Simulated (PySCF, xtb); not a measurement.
C4H10BN, SMILES C=CB(C)NC.

The structure is a stationary point at B3LYP-D3(BJ)/def2-SVP. The structure was generated by enumeration, and PubChem lists no compound with its InChIKey, so it may never have been made. One conformer was computed; it need not be the lowest.

The numbers are results of C-PCM-M06-2X/def2-SVP in PySCF, not measurements.

The values are the electrostatic part of the solvation free energy, E(continuum) − E(gas) at the gas-phase geometry, in a cavity of scaled van der Waals radii (PySCF's table); cavitation and dispersion terms are not included. In vacuum the orbital gap is 9.16 eV. The dipole moment in vacuum is 1.44 D.

| solvent | ε | ΔG(elec) (kcal/mol) | dipole (D) | gap (eV) |
|---|---|---|---|---|
| water | 78.36 | -2.5 | 1.87 | 9.07 |
| ethanol | 24.85 | -2.4 | 1.85 | 9.08 |
| methanol | 32.61 | -2.5 | 1.86 | 9.08 |

For comparison, GFN2-xTB/ALPB(water) (xtb, at the GFN2-xTB geometry, all terms of that model) gives -1.7 kcal/mol.
